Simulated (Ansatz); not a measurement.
Coupled-cluster diagnostics for WS2(NH2)2 (WS2N2H4), Ansatz.

Geometry of the singlet (PBE-D4/def2-SVP):

```xyz
9

W    -0.057    0.596   -0.163
S    -1.204    2.020    0.982
S     0.875    1.425   -1.924
N    -1.266   -0.818   -0.738
H    -1.130   -1.387   -1.579
H    -2.101   -1.109   -0.221
N     1.354   -0.095    0.988
H     1.279   -0.176    2.007
H     2.251   -0.455    0.648
```

In the def2 sets W takes a core potential; there is no spin–orbit coupling. Correlated methods freeze 12 core orbitals; core or outer-core shells of W are correlated, in sets that lack core-valence functions.

Problem. Estimate the CCSD(T) correlation energy, the shares of MP2 and (T), T1 and the reference's ⟨S²⟩ for: charge 0, singlet, own geometry in def2-TZVP; and the rough time on 4 threads of Arm Neoverse V2 on a shared host.

Solution. 
```csv
state,basis,correlation (eV),MP2 share (%),(T) share (%),T1,⟨S²⟩ (pure),wall time
"charge 0, singlet, own geometry",def2-TZVP,-34.421,96.7,5.9,0.020,0.00 (0.00),1.7 min
```
Customary marks for T1 are 0.02 (closed shells), 0.045 (open shells) and about 0.05 (3d metals). T1 exceeds 0.02 in 1 of 1 rows and 0.045 in 0; the higher it lies, the less the single-reference result can be trusted.
